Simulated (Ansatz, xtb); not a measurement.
## AlClGaH3OSi: which of two structures lies lower

Structure I: a singlet given by its coordinates. Structure II: a singlet given by its coordinates. Both are isolated molecules in the gas phase, relaxed with B3LYP/6-31G*.

I (Å):

```xyz
8

Al    1.4370   -1.4131   -0.8712
Cl   -0.2694   -1.4031    0.4857
Ga    1.2926    1.4874    0.7076
O     2.0666    0.3491   -0.6800
Si    1.4602    0.3930   -2.4000
H     2.4031   -2.6526   -0.7536
H     0.4193    1.4752   -2.4107
H     2.5754    0.9270   -3.2387
```

Close contacts (Å): Al1–Cl2 2.18, Al1–O4 1.88, Al1–Si5 2.37, Ga3–O4 1.95, O4–Si5 1.82, Al1–H6 1.58, Si5–H7 1.50, Si5–H8 1.49.

II (Å):

```yaml
atoms:
  - { symbol: Al, position_ang: [0.5170, 0.3871, -0.2678] }
  - { symbol: Cl, position_ang: [0.7529, 2.3001, -1.5249] }
  - { symbol: Ga, position_ang: [0.1495, 0.7145, -3.5076] }
  - { symbol: O, position_ang: [0.1005, -0.5857, -1.8158] }
  - { symbol: Si, position_ang: [-0.2673, -2.2295, -1.9414] }
  - { symbol: H, position_ang: [-0.1332, -2.5505, -0.4405] }
  - { symbol: H, position_ang: [-0.7731, 0.5303, 0.6423] }
  - { symbol: H, position_ang: [1.9425, -0.0463, 0.2738] }
```

Close contacts (Å): Al1–Cl2 2.30, Al1–O4 1.88, Cl2–Ga3 2.61, Ga3–O4 2.13, O4–Si5 1.69, Al1–H7 1.59, Al1–H8 1.59, Si5–H6 1.54.

Problem. Estimate which is lower in electronic energy at CCSD(T)/def2-SVP + ΔMP2/def2-TZVPP, and by roughly how much.

Solution. The CCSD(T)/def2-SVP + ΔMP2/def2-TZVPP calculation puts structure I lower, by 7.8 kcal/mol.

How the difference moves with the method:

| level | geometry | E(II) − E(I) (kcal/mol) | departure from the last row (kcal/mol) | job, with rough time for the two |
| --- | --- | --- | --- | --- |
| B3LYP/6-31G* | B3LYP/6-31G* | +7.3 | −0.5 | optimisation, 4.9 min |
| HF/def2-SVP | B3LYP/6-31G* | +4.2 | −3.6 | part of the CCSD(T) run |
| MP2/def2-SVP | B3LYP/6-31G* | +8.7 | +0.9 | part of the CCSD(T) run |
| CCSD(T)/def2-SVP | B3LYP/6-31G* | +5.9 | −1.9 | single point |
| CCSD(T)/def2-SVP + ΔMP2/def2-TZVPP | B3LYP/6-31G* | +7.8 |  | single point, 68 s |

The levels shown agree on the order. The largest departure from CCSD(T)/def2-SVP + ΔMP2/def2-TZVPP is that of HF/def2-SVP, 3.6 kcal/mol. Levels run at GFN2-xTB geometries aren't shown. The last row adds to CCSD(T) the change of the MP2 difference between the two basis sets, here +1.9 kcal/mol.

With harmonic frequencies from B3LYP/6-31G* (ideal gas, rigid rotor, one conformer each, 298.15 K, 1 atm): on the last row, ΔE + ΔZPE = +6.6 kcal/mol. A mode under 50 cm⁻¹ makes harmonic enthalpies and free energies unreliable, so none is given.

The correlated steps freeze 25 core orbitals; the filled d shell of Ga is correlated, in a basis made for valence electrons. Run with Ansatz 0.2.0; the last row on 2 threads of AMD EPYC 7R43 64-Core Processor (Zen 3) on a shared host.
